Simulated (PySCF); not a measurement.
**Spinor energies of K⁺ (potassium, charge +1)**

Start: [Ar]. Calculated with PySCF 2.14 in x2c-SVPall-2c with one added diffuse shell each of s, d type (6s5p3d, 36 functions): generalised Hartree-Fock with the X2C-1e Hamiltonian and a Gaussian nucleus; one run each with spin-orbit coupling (SO) switched off, then screened by Boettger's factors.

| spinor shell | electrons | ε, spin-free (eV) | ε, screened SO (eV) | weight of nominal j (screened SO) | rms radius, screened SO (bohr) |
| --- | --- | --- | --- | --- | --- |
| 1s1/2 | 2 | -3653.9 | -3653.9 | 1.000 | 0.0938 |
| 2s1/2 | 2 | -402.81 | -402.81 | 1.000 | 0.418 |
| 2p1/2 | 2 | -319.28 | -321.24 | 1.000 | 0.386 |
| 2p3/2 | 4 | -319.28 | -318.30 | 1.000 | 0.388 |
| 3s1/2 | 2 | -53.796 | -53.796 | 1.000 | 1.37 |
| 3p1/2 | 2 | -31.863 | -32.058 | 1.000 | 1.55 |
| 3p3/2 | 4 | -31.863 | -31.767 | 1.000 | 1.56 |

| quantity | spin-free | screened SO |
| --- | --- | --- |
| E (hartree) | -601.23336 | -601.23437 |
| M_J | 0 | 0 |
| ⟨J²⟩ | 0.000 | 0.000 |
| ⟨L²⟩ | 0.000 | 0.000 |
| ⟨S²⟩ | 0.000 | 0.000 |

Without spin-orbit coupling the j labels of p, d and f shells carry no meaning; the spin-free column gives the mean over the occupied spinors of each nl shell.
